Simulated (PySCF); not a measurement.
C5H12Si: core ionisation energies

Si(vinyl)Me3, C5H12Si.
Z-matrix (Å and degrees, PBE0-D3(BJ)/def2-SVP geometry), rows numbered from 1:
```
Si
C   1  1.8787
C   2  1.3382  1  124.99
H   2  1.0997  1  117.86  3   179.88
H   3  1.0964  2  121.85  1    -0.12
H   3  1.0964  2  122.44  1   179.91
C   1  1.8838  2  108.91  3   120.74
H   7  1.1020  1  110.92  2  -179.19
H   7  1.1016  1  111.19  2    60.96
H   7  1.1012  1  111.03  2   -59.16
C   1  1.8814  2  109.68  3     0.30
H  11  1.1015  1  110.39  2  -179.97
H  11  1.1014  1  111.45  2    60.31
H  11  1.1015  1  111.33  2   -60.38
C   1  1.8839  2  108.93  3  -120.19
H  15  1.1014  1  110.95  2    63.64
H  15  1.1015  1  111.13  2   -56.30
H  15  1.1020  1  111.07  2  -176.31
```

Theory: delta-SCF UKS SCAN, pcX-2 on the ionised atom, pcseg-1 elsewhere, spin-free X2C in PySCF. Binding energies are ΔSCF values: E(core-ionised, relaxed orbitals) − E(ground state) at a fixed geometry, referred to the vacuum level.

Task: Give the core binding energies atom by atom.

Result: 
```tsv
atom(s)	bonded to	level	binding energy (eV)	2p1/2 (eV)	above the level's lowest (eV)	count
Si1	4 C	Si 1s	1845.60	–	0.00	1
C3	C and 2 H	C 1s	290.14	–	+0.41	1
C7/C11/C15	3 H and Si	C 1s	289.78	–	+0.05	3
C2	C, H and Si	C 1s	289.73	–	0.00	1
Si1	4 C	Si 2p3/2	105.79	106.41	0.00	1
```

The listed C 1s values span 0.41 eV, from C2 (bonded to C, H and Si) to C3 (bonded to C and 2 H). The widest gap between neighbouring values is 0.36 eV, between 289.78 and 290.14 eV.

Task: Express the binding energy of C 1s of C7/C11/C15 in atomic units and per mole.

Result: 289.78 eV = 10.6492 Eh = 27960 kJ/mol.

Task: Which effective nuclear charge Zeff reproduces each element's mean 1s value in the hydrogen-like formula E = 13.606 eV × Zeff²?

Result: C (Z = 6): mean 289.8 eV, Zeff = 4.62, Z − Zeff = 1.38; Si (Z = 14): mean 1845.6 eV, Zeff = 11.65, Z − Zeff = 2.35. Means run over the listed sites, weighted by atom count.

Topologically equivalent atoms share the value of their first member; where this conformer doesn't relate them by symmetry, their own values could differ. Spin–orbit and ligand-field terms were added within each 2p shell after the spin-free SCF. 2p1/2 minus 2p3/2 (ligand field included): Si 0.62 eV. The structure is a single PBE0-D3(BJ)/def2-SVP conformer in the gas phase; no vibrational or solvent corrections.
